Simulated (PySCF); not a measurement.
Spectra and structures to be paired. Computed with TDDFT B3LYP/def2-SVPD, vertical, gas phase, core orbitals frozen in the response in PySCF. Geometries: GFN2-xTB; one conformer of each isolated species. Triplets are in the Tamm–Dancoff approximation.

A. `FC[Si@H]([SiH3])[SiH2]P`
B. `[H]/N=C\CO[Si@@H]([SiH3])C#N`
C. `c1(P=C=O)cccs1`
D. `O([Si@H](C#N)[SiH2]N=C)C`
E. `Cl[C@@H]1C=CO[SiH2]1`

Lowest singlet levels (six at most, fewer where fewer were computed) with oscillator strengths:

1. 228 nm (f 0.070); 213 nm (f 0.004); 202 nm (f 0.049); 194 nm (f 0.020); 192 nm (f 0.019); 190 nm (f 0.037); T1 5.03 eV
2. 310 nm (f 0.000); 260 nm (f 0.002); 221 nm (f 0.009); 213 nm (f 0.023); 202 nm (f 0.003); 201 nm (f 0.015); T1 3.44 eV
3. 540 nm (f 0.000); 300 nm (f 0.141); 299 nm (f 0.000); 276 nm (f 0.001); 246 nm (f 0.029); 246 nm (f 0.006); T1 1.99 eV
4. 235 nm (f 0.005); 234 nm (f 0.003); 207 nm (f 0.000); 203 nm (f 0.019); 195 nm (f 0.003); 194 nm (f 0.006); T1 4.47 eV
5. 230 nm (f 0.059); 218 nm (f 0.032); 209 nm (f 0.008); 201 nm (f 0.050); 193 nm (f 0.001); 189 nm (f 0.027); T1 4.05 eV

Question: Which spectrum belongs to which structure?

Answer: 1 = A, 2 = D, 3 = C, 4 = B, 5 = E.
- A: S1 at 5.43 eV, HOMO→LUMO (96%); Löwdin shares by element: HOMO phosphorus 62%, silicon 14% or more, hydrogen 13% or more; LUMO silicon 57%, phosphorus 13% (atoms not listed hold the other 29%); HOMO -7.26 and LUMO -1.02 eV.
- B: S1 at 5.27 eV, HOMO→LUMO (97%); Löwdin shares by element: HOMO nitrogen 62% or more, carbon 22% or more, hydrogen 8% or more; LUMO silicon 41%, carbon 19% or more, nitrogen 17% or more (atoms not listed hold the other 23%); HOMO -7.52 and LUMO -1.63 eV.
- C: S1 at 2.29 eV, HOMO→LUMO (98%); Löwdin shares by element: HOMO carbon 43% or more, phosphorus 26% (atoms not listed hold the other 31%); LUMO carbon 45% or more, oxygen 29%, phosphorus 20%; HOMO -6.00 and LUMO -2.41 eV; point group Cs, 2 of its 6 listed states under f = 0.0005.
- D: S1 at 4.00 eV, HOMO→LUMO (66%), HOMO→LUMO+1 (33%); Löwdin shares by element: HOMO nitrogen 57% or more, carbon 16% or more, silicon 10% or more, hydrogen 6% or more; LUMO silicon 26%, carbon 20% or more, nitrogen 16% or more (atoms not listed hold the other 37%); HOMO -7.06 and LUMO -1.57 eV.
- E: S1 at 5.39 eV, HOMO→LUMO (80%), HOMO→LUMO+1 (14%); Löwdin shares by element: HOMO carbon 55% or more, oxygen 23%, chlorine 8%; LUMO carbon 49%, chlorine 24% (atoms not listed hold the other 27%); HOMO -6.86 and LUMO -0.73 eV.
A and E have S1 within 0.05 eV of each other; their strongest listed levels stand at 5.43 eV (f 0.070) and 5.39 eV (f 0.059).
B and E have S1 within 0.12 eV of each other; their strongest listed levels stand at 6.10 eV (f 0.019) and 5.39 eV (f 0.059).
